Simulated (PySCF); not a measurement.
C3H11ClOSi2 (SMILES C[Si](C)(C)O[SiH2]Cl), singlet, at a GFN2-xTB geometry; CASSCF(4,5)/STO-3G run with PySCF.

The PySCF input:
```python
from pyscf import gto, scf, mcscf
import numpy

mol = gto.Mole()
mol.atom = '''
    Si    1.75314216   -0.73591189    0.10650876
    Cl    2.35649903    0.95699122    0.99976814
    O     0.17583521   -0.66042797   -0.18095320
    Si   -1.35397743   -0.07900958   -0.36529020
    C    -2.48761859   -1.32056212    0.52337872
    C    -1.43872090    1.65055514    0.42041987
    C    -1.68326535   -0.02054899   -2.23788572
    H     2.42784924   -0.85016832   -1.17912230
    H     1.95350228   -1.85119026    1.02050287
    H    -3.53083810   -1.03965494    0.42106012
    H    -2.37398299   -2.32027801    0.11486581
    H    -2.26351095   -1.37394864    1.58464579
    H    -2.43132956    2.08158662    0.33586394
    H    -1.18366360    1.61493656    1.47585645
    H    -0.74108949    2.33319394   -0.05667897
    H    -1.54968375   -0.99822169   -2.69149213
    H    -1.00768739    0.66685730   -2.73855844
    H    -2.69740783    0.30369685   -2.44791323
'''
mol.basis = 'sto-3g'
mol.verbose = 4
mol.build()

mf = scf.RHF(mol)
mf.kernel()
mc = mcscf.CASSCF(mf, 5, 4)
mc.fix_spin_(ss=0.0)
mc.kernel()
occ = numpy.linalg.eigvalsh(mc.fcisolver.make_rdm1(mc.ci, mc.ncas, mc.nelecas))[::-1]
ss = mc.fcisolver.spin_square(mc.ci, mc.ncas, mc.nelecas)[0]
print('natural occupations', occ.round(4), ' <S^2>', round(ss, 4))
```

Problem. Predict the main parts of the log of this PySCF run.

Solution. 
```
PySCF version 2.14.0

[INPUT] verbose = 4
[INPUT] num. atoms = 18
[INPUT] num. electrons = 82
[INPUT] charge = 0
[INPUT] spin (= nelec alpha-beta = 2S) = 0
[INPUT] symmetry False subgroup None
[INPUT] Mole.unit = angstrom
[INPUT] Symbol           X                Y                Z      unit          X                Y                Z       unit  Magmom
[...]
nuclear repulsion = 551.814977502112
number of shells = 38
number of NR pGTOs = 174
number of NR cGTOs = 58
basis = sto-3g
ecp = {}

******** <class 'pyscf.scf.hf.RHF'> ********
method = RHF
initial guess = minao
damping factor = 0
level_shift factor = 0
DIIS = <class 'pyscf.scf.diis.CDIIS'>
diis_start_cycle = 1
diis_space = 8
diis_damp = 0
SCF conv_tol = 1e-09
SCF conv_tol_grad = None
SCF max_cycles = 50
direct_scf = True
direct_scf_tol = 1e-13
Set gradient conv threshold to 3.16228e-05
Initial guess from minao.
init E= -1218.53109686756
[...]
cycle= 1 E= -1218.31699125725  delta_E= 0.214  |g|= 0.52  |ddm|= 4.77
[...]
cycle= 2 E= -1218.41349518027  delta_E= -0.0965  |g|= 0.181  |ddm|= 1.07
[...]
cycle= 3 E= -1218.42461483729  delta_E= -0.0111  |g|= 0.0332  |ddm|= 0.312
[...]
cycle= 4 E= -1218.42520367568  delta_E= -0.000589  |g|= 0.00561  |ddm|= 0.0765
[...]
cycle= 5 E= -1218.42522268934  delta_E= -1.9e-05  |g|= 0.00136  |ddm|= 0.0144
[...]
cycle= 6 E= -1218.42522393008  delta_E= -1.24e-06  |g|= 0.000238  |ddm|= 0.00383
[...]
cycle= 7 E= -1218.4252239661  delta_E= -3.6e-08  |g|= 3.56e-05  |ddm|= 0.000648
[...]
cycle= 8 E= -1218.42522396699  delta_E= -8.83e-10  |g|= 7.22e-06  |ddm|= 0.000102
[...]
Extra cycle  E= -1218.42522396702  delta_E= -3.25e-11  |g|= 2.81e-06  |ddm|= 1.66e-05
converged SCF energy = -1218.42522396702

******** <class 'pyscf.mcscf.mc1step.CASSCF'> ********
CAS (2e+2e, 5o), ncore = 39, nvir = 14
max_cycle_macro = 50
max_cycle_micro = 4
conv_tol = 1e-07
conv_tol_grad = None
orbital rotation max_stepsize = 0.02
orbital rotation threshold for CI restart = 0.01
augmented hessian ah_max_cycle = 30
augmented hessian ah_conv_tol = 1e-12
augmented hessian ah_linear dependence = 1e-14
augmented hessian ah_level shift = 1e-08
augmented hessian ah_start_tol = 2.5
augmented hessian ah_start_cycle = 3
augmented hessian ah_grad_trust_region = 3
kf_trust_region = 3
kf_interval = 4
ci_response_space = 4
ci_grad_trust_region = 3
with_dep4 0
natorb = False
canonicalization = True
sorting_mo_energy = False
ao2mo_level = 2
internal_rotation = False
******** <class 'pyscf.fci.addons.SpinPenaltyFCISolver'> ********
max. cycles = 50
conv_tol = 1e-08
davidson only = True
linear dependence = 1e-12
level shift = 0.001
max iter space = 12
nroots = 1
pspace_size = 400
spin = None
CASCI E = -1218.42685936721  S^2 = 0.0000000
Set conv_tol_grad to 0.000316228
macro iter   1 (  7 JK    2 micro), CASSCF E = -1218.42737840312  dE = -5.19035902e-04  S^2 = 0.0000000
               |grad[o]|=0.00357  |grad[c]|=0.00752  |ddm|=0.00758  |maxRot[o]|=0.0647
macro iter   2 (  7 JK    2 micro), CASSCF E = -1218.42849131528  dE = -1.11291216e-03  S^2 = 0.0000000
               |grad[o]|=0.0045  |grad[c]|=0.0115  |ddm|=0.011  |maxRot[o]|=0.0697
macro iter   3 ( 21 JK    4 micro), CASSCF E = -1218.43245932993  dE = -3.96801465e-03  S^2 = 0.0000000
               |grad[o]|=0.00622  |grad[c]|=0.0711  |ddm|=0.0264  |maxRot[o]|=0.178
macro iter   4 ( 21 JK    4 micro), CASSCF E = -1218.43797443411  dE = -5.51510418e-03  S^2 = 0.0000000
               |grad[o]|=0.00947  |grad[c]|=0.0193  |ddm|=0.00749  |maxRot[o]|=0.216
macro iter   5 (  7 JK    2 micro), CASSCF E = -1218.43983402565  dE = -1.85959154e-03  S^2 = 0.0000000
               |grad[o]|=0.00986  |grad[c]|=0.011  |ddm|=0.0226  |maxRot[o]|=0.0678
macro iter   6 ( 21 JK    4 micro), CASSCF E = -1218.44148124221  dE = -1.64721656e-03  S^2 = 0.0000000
               |grad[o]|=0.00877  |grad[c]|=0.022  |ddm|=0.0187  |maxRot[o]|=0.158
macro iter   7 ( 21 JK    4 micro), CASSCF E = -1218.44161611746  dE = -1.34875253e-04  S^2 = 0.0000000
               |grad[o]|=0.00944  |grad[c]|=0.0211  |ddm|=0.0182  |maxRot[o]|=0.0568
macro iter   8 ( 21 JK    4 micro), CASSCF E = -1218.44150300875  dE =  1.13108705e-04  S^2 = 0.0000000
               |grad[o]|=0.00898  |grad[c]|=0.0187  |ddm|=0.016  |maxRot[o]|=0.0451
macro iter   9 ( 21 JK    4 micro), CASSCF E = -1218.44268375129  dE = -1.18074254e-03  S^2 = 0.0000000
               |grad[o]|=0.00887  |grad[c]|=0.00313  |ddm|=0.00196  |maxRot[o]|=0.0479
macro iter  10 ( 21 JK    4 micro), CASSCF E = -1218.44328999386  dE = -6.06242568e-04  S^2 = 0.0000000
               |grad[o]|=0.00838  |grad[c]|=0.00706  |ddm|=0.00528  |maxRot[o]|=0.0247
macro iter  11 ( 21 JK    4 micro), CASSCF E = -1218.44358251421  dE = -2.92520349e-04  S^2 = 0.0000000
               |grad[o]|=0.00761  |grad[c]|=0.0111  |ddm|=0.00793  |maxRot[o]|=0.0337
macro iter  12 ( 21 JK    4 micro), CASSCF E = -1218.44365396814  dE = -7.14539347e-05  S^2 = 0.0000000
               |grad[o]|=0.00724  |grad[c]|=0.0144  |ddm|=0.0102  |maxRot[o]|=0.0361
macro iter  13 ( 21 JK    4 micro), CASSCF E = -1218.44359760310  dE =  5.63650406e-05  S^2 = 0.0000000
               |grad[o]|=0.00727  |grad[c]|=0.016  |ddm|=0.011  |maxRot[o]|=0.0368
macro iter  14 ( 21 JK    4 micro), CASSCF E = -1218.44469232992  dE = -1.09472682e-03  S^2 = 0.0000000
               |grad[o]|=0.00749  |grad[c]|=0.00309  |ddm|=0.002  |maxRot[o]|=0.0539
macro iter  15 ( 12 JK    3 micro), CASSCF E = -1218.44517409324  dE = -4.81763318e-04  S^2 = 0.0000000
               |grad[o]|=0.00689  |grad[c]|=0.000812  |ddm|=0.00128  |maxRot[o]|=0.0331
macro iter  16 ( 21 JK    4 micro), CASSCF E = -1218.44534057340  dE = -1.66480161e-04  S^2 = 0.0000000
               |grad[o]|=0.00632  |grad[c]|=0.0103  |ddm|=0.00632  |maxRot[o]|=0.0283
macro iter  17 ( 21 JK    4 micro), CASSCF E = -1218.44535941518  dE = -1.88417764e-05  S^2 = 0.0000000
               |grad[o]|=0.00608  |grad[c]|=0.0131  |ddm|=0.00826  |maxRot[o]|=0.0369
[...]
macro iter  22 ( 21 JK    4 micro), CASSCF E = -1218.44658717960  dE =  8.91550667e-06  S^2 = 0.0000000
               |grad[o]|=0.00513  |grad[c]|=0.0122  |ddm|=0.00761  |maxRot[o]|=0.0364
macro iter  23 ( 21 JK    4 micro), CASSCF E = -1218.44720389659  dE = -6.16716995e-04  S^2 = 0.0000000
               |grad[o]|=0.00532  |grad[c]|=0.00344  |ddm|=0.00217  |maxRot[o]|=0.0515
macro iter  24 ( 21 JK    4 micro), CASSCF E = -1218.44748791308  dE = -2.84016491e-04  S^2 = 0.0000000
               |grad[o]|=0.00463  |grad[c]|=0.00792  |ddm|=0.00511  |maxRot[o]|=0.077
macro iter  25 ( 21 JK    4 micro), CASSCF E = -1218.44755054163  dE = -6.26285457e-05  S^2 = 0.0000000
               |grad[o]|=0.00428  |grad[c]|=0.00902  |ddm|=0.00545  |maxRot[o]|=0.0445
macro iter  26 ( 21 JK    4 micro), CASSCF E = -1218.44754274110  dE =  7.80052687e-06  S^2 = 0.0000000
               |grad[o]|=0.00425  |grad[c]|=0.0119  |ddm|=0.00739  |maxRot[o]|=0.0475
macro iter  27 ( 21 JK    4 micro), CASSCF E = -1218.44803600231  dE = -4.93261204e-04  S^2 = 0.0000000
               |grad[o]|=0.00449  |grad[c]|=0.00293  |ddm|=0.00171  |maxRot[o]|=0.0485
macro iter  28 ( 21 JK    4 micro), CASSCF E = -1218.44824478372  dE = -2.08781413e-04  S^2 = 0.0000000
               |grad[o]|=0.00368  |grad[c]|=0.00826  |ddm|=0.00488  |maxRot[o]|=0.0639
macro iter  29 ( 21 JK    4 micro), CASSCF E = -1218.44827545770  dE = -3.06739821e-05  S^2 = 0.0000000
               |grad[o]|=0.00329  |grad[c]|=0.0089  |ddm|=0.00531  |maxRot[o]|=0.039
macro iter  30 ( 21 JK    4 micro), CASSCF E = -1218.44825739991  dE =  1.80577890e-05  S^2 = 0.0000000
               |grad[o]|=0.0033  |grad[c]|=0.0118  |ddm|=0.00711  |maxRot[o]|=0.0325
macro iter  31 ( 21 JK    4 micro), CASSCF E = -1218.44864805256  dE = -3.90652643e-04  S^2 = 0.0000000
               |grad[o]|=0.00352  |grad[c]|=0.00195  |ddm|=0.00087  |maxRot[o]|=0.0439
macro iter  32 ( 21 JK    4 micro), CASSCF E = -1218.44867946429  dE = -3.14117299e-05  S^2 = 0.0000000
               |grad[o]|=0.00248  |grad[c]|=0.00474  |ddm|=0.00274  |maxRot[o]|=0.0289
macro iter  33 ( 21 JK    4 micro), CASSCF E = -1218.44867885625  dE =  6.08040409e-07  S^2 = 0.0000000
               |grad[o]|=0.00229  |grad[c]|=0.00865  |ddm|=0.00535  |maxRot[o]|=0.0189
macro iter  34 ( 21 JK    4 micro), CASSCF E = -1218.44888880558  dE = -2.09949339e-04  S^2 = 0.0000000
               |grad[o]|=0.00239  |grad[c]|=0.00133  |ddm|=0.000653  |maxRot[o]|=0.0359
macro iter  35 ( 21 JK    4 micro), CASSCF E = -1218.44889630743  dE = -7.50184472e-06  S^2 = 0.0000000
               |grad[o]|=0.0016  |grad[c]|=0.0039  |ddm|=0.00251  |maxRot[o]|=0.00454
macro iter  36 (  7 JK    2 micro), CASSCF E = -1218.44905351653  dE = -1.57209096e-04  S^2 = 0.0000000
               |grad[o]|=0.00157  |grad[c]|=0.00565  |ddm|=0.0039  |maxRot[o]|=0.0475
macro iter  37 ( 18 JK    4 micro), CASSCF E = -1218.44875287966  dE =  3.00636866e-04  S^2 = 0.0000000
               |grad[o]|=0.000662  |grad[c]|=0.00341  |ddm|=0.00157  |maxRot[o]|=0.0644
macro iter  38 ( 21 JK    4 micro), CASSCF E = -1218.44895938576  dE = -2.06506096e-04  S^2 = 0.0000000
               |grad[o]|=0.00216  |grad[c]|=0.00162  |ddm|=0.000834  |maxRot[o]|=0.0384
macro iter  39 ( 21 JK    4 micro), CASSCF E = -1218.44896763358  dE = -8.24782455e-06  S^2 = 0.0000000
               |grad[o]|=0.00125  |grad[c]|=0.00513  |ddm|=0.00347  |maxRot[o]|=0.0166
macro iter  40 ( 18 JK    4 micro), CASSCF E = -1218.44891280626  dE =  5.48273190e-05  S^2 = 0.0000000
               |grad[o]|=0.00127  |grad[c]|=0.00276  |ddm|=0.00177  |maxRot[o]|=0.0141
macro iter  41 ( 21 JK    4 micro), CASSCF E = -1218.44903385903  dE = -1.21052769e-04  S^2 = 0.0000000
               |grad[o]|=0.00155  |grad[c]|=0.0013  |ddm|=0.000736  |maxRot[o]|=0.0338
macro iter  42 ( 21 JK    4 micro), CASSCF E = -1218.44903308812  dE =  7.70908173e-07  S^2 = 0.0000000
               |grad[o]|=0.000821  |grad[c]|=0.00402  |ddm|=0.00281  |maxRot[o]|=0.018
macro iter  43 ( 21 JK    4 micro), CASSCF E = -1218.44907732608  dE = -4.42379628e-05  S^2 = 0.0000000
               |grad[o]|=0.000897  |grad[c]|=0.000622  |ddm|=0.000396  |maxRot[o]|=0.0241
macro iter  44 ( 17 JK    4 micro), CASSCF E = -1218.44906454026  dE =  1.27858225e-05  S^2 = 0.0000000
               |grad[o]|=0.00045  |grad[c]|=0.00168  |ddm|=0.00123  |maxRot[o]|=0.0151
macro iter  45 ( 21 JK    4 micro), CASSCF E = -1218.44908989024  dE = -2.53499820e-05  S^2 = 0.0000000
               |grad[o]|=0.000689  |grad[c]|=0.000462  |ddm|=0.00035  |maxRot[o]|=0.0225
macro iter  46 ( 12 JK    3 micro), CASSCF E = -1218.44909817245  dE = -8.28220527e-06  S^2 = 0.0000000
               |grad[o]|=0.000284  |grad[c]|=0.00116  |ddm|=0.000775  |maxRot[o]|=0.0351
macro iter  47 (  6 JK    1 micro), CASSCF E = -1218.44909870551  dE = -5.33057573e-07  S^2 = 0.0000000
               |grad[o]|=8.38e-05  |grad[c]|=0.000673  |ddm|=0.000139  |maxRot[o]|=0.015
macro iter  48 (  5 JK    1 micro), CASSCF E = -1218.44909910075  dE = -3.95246843e-07  S^2 = 0.0000000
               |grad[o]|=5.03e-05  |grad[c]|=0.000615  |ddm|=9.38e-05  |maxRot[o]|=0.0132
macro iter  49 (  4 JK    1 micro), CASSCF E = -1218.44909945589  dE = -3.55135171e-07  S^2 = 0.0000000
               |grad[o]|=3.68e-05  |grad[c]|=0.00059  |ddm|=7.84e-05  |maxRot[o]|=0.0128
macro iter  50 (  4 JK    1 micro), CASSCF E = -1218.44909982469  dE = -3.68801238e-07  S^2 = 0.0000000
               |grad[o]|=3.63e-05  |grad[c]|=0.000608  |ddm|=8.01e-05  |maxRot[o]|=0.013
1-step CASSCF not converged,  50 macro (892 JK 177 micro) steps
CASSCF canonicalization
Density matrix diagonal elements [1.98741905e+00 1.97973147e+00 1.88230723e-03 1.25140535e-02
 1.84531137e-02]
CASSCF energy = -1218.44909982469
CASCI E = -1218.44909982469  E(CI) = -4.40221276689635  S^2 = 0.0000000
natural occupations [1.9882e+00 1.9793e+00 2.0200e-02 1.1600e-02 7.0000e-04]  <S^2> 0.0
```

Convergence was not reached.
